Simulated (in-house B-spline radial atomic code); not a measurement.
A run on Tb III (Tb2+) (an excited or competing configuration) that did not converge. Method: scalar-relativistic (X2C) wB97X, spin-polarised, spherical fractional occupations, exact exchange averaged over the configuration, Fermi nucleus of rms radius 5.06 fm; computed with an all-electron radial atomic-structure program (B-spline basis).

Command:
```bash
python run_scf.py task.json out
```
Settings (nuclear radius in fm, mass in u):
```
Z                65
configuration    [Xe] 4f8 6f1
hamiltonian      x2c
method           wb97x
spin_polarised   True
nucleus          fermi
rms_radius       5.06
atomic_mass      158.92535
speed_of_light   137.035999084
exact_exchange   averaged over the configuration
```

First and last ten iterations of the last attempt (damped for 15 steps, keeping 80 % of the old Fock matrix, then DIIS):
```
 iter        energy (Eh)    residual
    1      -11662.096324    7.17e-01
    2      -11677.066995    1.21e+00
    3      -11692.277422    7.79e-01
    4      -11700.316339    4.91e-01
    5      -11704.349557    3.34e-01
    6      -11706.278375    2.42e-01
    7      -11707.128883    1.73e-01
    8      -11707.520161    1.22e-01
    9      -11707.698397    8.64e-02
   10      -11707.782802    6.15e-02
  111      -11707.877997    1.73e-06
  112      -11707.877997    2.15e-06
  113      -11707.877997    1.70e-06
  114      -11707.877997    2.02e-06
  115      -11707.877997    2.02e-06
  116      -11707.877997    2.02e-06
  117      -11707.877997    1.96e-06
  118      -11707.877997    2.04e-06
  119      -11707.877997    1.69e-06
  120      -11707.877997    2.51e-06
 not converged after 120 iterations
```

The smallest residual met was 1.5e-06; the threshold is about 6e-07. Over the last five steps the energy moves by less than 1e-08 hartree, but the orbitals didn't meet the threshold. Time taken, with all properties: 78 s on 1 thread of Arm Neoverse N1, on a shared host.
